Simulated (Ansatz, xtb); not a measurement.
**Two structures of AlBFHP**

We compare I, a doublet given by its coordinates, with II, `[F][Al]1[BH][P]1`, a doublet. Both are isolated molecules in the gas phase, relaxed with PBE0-D3(BJ)/def2-SVP.

I (Å):

```xyz
5

Al   -1.0552   -0.2545   -0.2780
B    -1.0578   -2.7909    0.1034
F    -0.4995   -0.6196   -1.8171
P    -1.5616   -1.7926    1.3997
H    -0.7161   -3.5325   -0.7664
```

Close contacts (Å): Al1–B2 2.56, Al1–F3 1.68, Al1–P4 2.33, B2–P4 1.71, B2–H5 1.19.

II (Å):

```yaml
atoms:
  - { symbol: Al, position_ang: [-1.4244, -2.3535, -0.9529] }
  - { symbol: B, position_ang: [-0.5455, -1.1800, 0.5270] }
  - { symbol: F, position_ang: [-2.5663, -3.1043, -1.8868] }
  - { symbol: P, position_ang: [0.7106, -1.9613, -0.4970] }
  - { symbol: H, position_ang: [-0.8289, -0.4630, 1.4487] }
```

Question: Which of the two would you expect CCSD(T)/def2-SVP + ΔMP2/def2-TZVPP electronic energies to favour?

Answer: Structure II; the calculation gives E(II) − E(I) = −3.8 kcal/mol.

How the difference moves with the method:

| level | geometry | E(II) − E(I) (kcal/mol) | departure from the last row (kcal/mol) | job, with rough time for the two |
| --- | --- | --- | --- | --- |
| PBE0-D3(BJ)/def2-SVP | PBE0-D3(BJ)/def2-SVP | −6.3 | −2.5 | optimisation, 2.6 min |
| HF/def2-SVP | PBE0-D3(BJ)/def2-SVP | +0.6 | +4.5 | part of the CCSD(T) run |
| MP2/def2-SVP | PBE0-D3(BJ)/def2-SVP | −5.0 | −1.1 | part of the CCSD(T) run |
| CCSD(T)/def2-SVP | PBE0-D3(BJ)/def2-SVP | −5.2 | −1.3 | single point |
| CCSD(T)/def2-SVP + ΔMP2/def2-TZVPP | PBE0-D3(BJ)/def2-SVP | −3.8 |  | single point, 88 s |

HF/def2-SVP puts the two in the other order. The largest departure from CCSD(T)/def2-SVP + ΔMP2/def2-TZVPP is that of HF/def2-SVP, 4.5 kcal/mol. Levels run at GFN2-xTB geometries aren't shown. The last row adds to CCSD(T) the change of the MP2 difference between the two basis sets, here +1.3 kcal/mol.

With harmonic frequencies from PBE0-D3(BJ)/def2-SVP (ideal gas, rigid rotor, one conformer each, 298.15 K, 1 atm): on the last row, ΔE + ΔZPE = −3.6, ΔH = −3.9, ΔG = −3.0 kcal/mol.

Open shells are spin-unrestricted. The correlated steps freeze 12 core orbitals. Codes used: Ansatz 0.2.0; the last row on 1 thread of Intel(R) Xeon(R) Processor @ 2.50GHz (Skylake/Cascade Lake) on a shared host.
